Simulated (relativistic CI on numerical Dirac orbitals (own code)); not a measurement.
**Hyperfine structure of Tb31+, mass number 157**

Computed by Dirac-Coulomb-Breit CI, separate exchange-only KLI orbitals for each configuration, model QED (radiative potential, 1s self-energy scaled to tabulated hydrogen-like ionisation energies), unscaled Slater integrals (own radial code, finite nucleus).

Configurations in the expansion (outside the closed core [Ar] 3d10): 4s²4p⁴, 4s4p⁵, 4s²4p³4d, 4p⁶, 4s4p⁴4d, 4s²4p³4f, 4s4p⁴4f, 4p⁵4d, 4s4p³4d², 4s²4p²4d4f, 4p⁵4f, 4p⁴4d², 4p³4d³, 4p³4d²4f. Double excitations out of closed p, d and f shells are left out; levels of such configurations are missing from the list, as are those of other unlisted configurations, and high levels can miss mixing partners.

Nuclear spin I = 3/2, μ = 2.03 μN, Q = 1.4 b (tables of Stone and Pyykkö). The electronic factors are computed for point nuclear moments, without core polarisation or the Bohr-Weisskopf and QED corrections.

```tsv
Level	E (cm⁻¹)	A (GHz)	B (GHz)
4s²4p⁴ ³P2	0	44.77	16.7
4s²4p⁴ ³P1	359117	-27.65	-45.9
4s²4p⁴ ¹D2	391146	119.8	-108
4s4p⁵ ³P°2	934874	208.9	-58
```

Levels with J = 0, under 50 % of one LS term, or S terms without an open s electron are left out. Small factors come from cancelling terms and can be off by tens of per cent or more.

At this charge energies of transitions that change n are usually good to better than 1 %, and those within a shell (Δn = 0) to a few per cent.

Problem. Give the hyperfine levels of 4s²4p⁴ ³P2 relative to its centre of gravity.

Solution. With K = F(F + 1) − I(I + 1) − J(J + 1), E = AK/2 + B[¾K(K + 1) − I(I + 1)J(J + 1)]/[2I(2I − 1)J(2J − 1)]: F = 1/2: -186.9, F = 3/2: -134.3, F = 5/2: -32.81, F = 7/2: 138.5 GHz.

LS names give the leading component of a level, which can be under half, so a name can repeat, a term be missing and a line seem to break the LS rules.
